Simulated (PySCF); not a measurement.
OY, SMILES [Y]=[O] (connectivity only; charge and spin as stated), neutral, multiplicity 2.

The structure is a stationary point at PBE-D3(BJ)/def2-TZVPD. The def2 effective core potentials stand for the cores of Y; spin–orbit coupling is left out.

The numbers are results of r2SCAN/def2-TZVPD (PySCF), not measurements.

Task: Estimate the frontier levels, dipole moment and polarisability. (An estimate is asked for; the answer gives what the named calculation found.)

Result: 
```json
{
  "α spin, highest occupied and lowest empty level": "-4.12 and -2.10 eV",
  "β spin, highest occupied and lowest empty level": "-6.14 and -2.61 eV",
  "dipole_moment": "4.61 D",
  "mean_static_polarisability": "127.5 bohr³ (18.89 Å³)",
  "polarisability_principal_values": "102.1, 140.2, 140.2 bohr³",
  "⟨S²⟩": "0.753 (pure state 0.75)"
}
```
